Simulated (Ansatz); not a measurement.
Pulling on the Sn1–O2 bond in SnO (multiplicity 1 held). Energies count from the point at 1.832 Å.


Restricted levels (R-, RO-) in cc, def2 and unpolarised 6-31G sets keep to the state of the molecule at rest. Active spaces are followed from rest. Curves can end on different states.

Frozen-core correlation. Filled d and f shells under p-block atoms count as core.

Run with Ansatz (Gaussian orbitals). Each number belongs to the level named beside it. In def2 rows elements past Kr take small-core potentials, without spin–orbit coupling.

Question: Estimate the energy at R = 7.327 Å that FIC-NEVPT4(SD) on CASSCF(10,8)/def2-TZVPP returns for this input.

Answer: 122.6 kcal/mol

Question: Predict the energy at R = 7.327 Å from R-r2SCAN/def2-TZVPP.

Answer: 199.5 kcal/mol

Question: Estimate the energy at R = 7.327 Å that FIC-MRCISD+Q on CASSCF(10,8)/def2-TZVPP returns for this input.

Answer: 124.0 kcal/mol

Doubts at one or more of the structures used: a restricted determinant that unrestricted orbitals would lower (R-r2SCAN/def2-TZVPP).

Ansatz is a program for electronic structure.
